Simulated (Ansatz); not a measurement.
H₆SSiSn, SMILES `S[SiH2][SnH3]`, relaxed with RKS PBE0-D4/def2-TZVP in Ansatz from a PBE-D4/def2-SVP geometry. The force threshold is 0.005 eV/Å; the program also tests the step.

The species carries charge 0 and has multiplicity 1. Sn takes the def2 core potential.

Start:

```xyz
9

S    -0.498   -2.325   -0.876
Si   -1.126   -0.384   -0.127
Sn    0.934    0.989    0.621
H     0.342   -1.815   -1.821
H    -1.937    0.371   -1.147
H    -2.019   -0.716    1.037
H     2.004    1.129   -0.734
H     0.527    2.583    1.159
H     1.773    0.169    1.888
```

**Question.** By how much does the energy fall, and how many steps does the optimiser take? (Best estimate.)

**Answer.** Computed: 2.91 kJ/mol, in 12 steps.

**Question.** Which bonds change most? (An estimate is asked.)

**Answer.** Computed: S1–Si2 from 2.173 to 2.145 Å; Si2–Sn3 from 2.586 to 2.564 Å; Sn3–H8 from 1.731 to 1.709 Å; Sn3–H7 from 1.731 to 1.709 Å.

**Question.** Give the relaxed structure. (Best estimate.)

**Answer.** The calculation gave: 
```xyz
9

S    -0.517   -2.291   -0.921
Si   -1.109   -0.393   -0.117
Sn    0.934    0.974    0.611
H     0.325   -1.776   -1.832
H    -1.934    0.375   -1.089
H    -1.961   -0.742    1.048
H     2.033    1.075   -0.694
H     0.506    2.562    1.074
H     1.722    0.216    1.920
```
